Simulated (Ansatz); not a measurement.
CH3F4MoN (`C[N]=[Mo]([F])([F])([F])[F]`). Charge 0, multiplicity 1. Mo takes the def2 core potential.

```xyz
10

C     1.502    0.111   -0.898
N     0.294    0.020   -0.169
Mo   -1.142   -0.085    0.684
F    -1.341   -1.900    1.002
F    -2.428   -0.284   -0.635
F    -0.623    0.058    2.457
F    -1.710    1.674    0.821
H     2.153   -0.728   -0.638
H     2.008    1.050   -0.655
H     1.287    0.083   -1.969
```

**Question.** List the harmonic frequencies (cm⁻¹, unscaled) at PBE0-D4/def2-TZVP in Ansatz. (An estimate is asked.)

**Answer.** The calculation gave: 7, 106, 107, 118, 227, 227, 255, 322, 362, 362, 599, 670, 701, 701, 713, 1093, 1093, 1392, 1455, 1456, 1464, 3039, 3123, 3124.
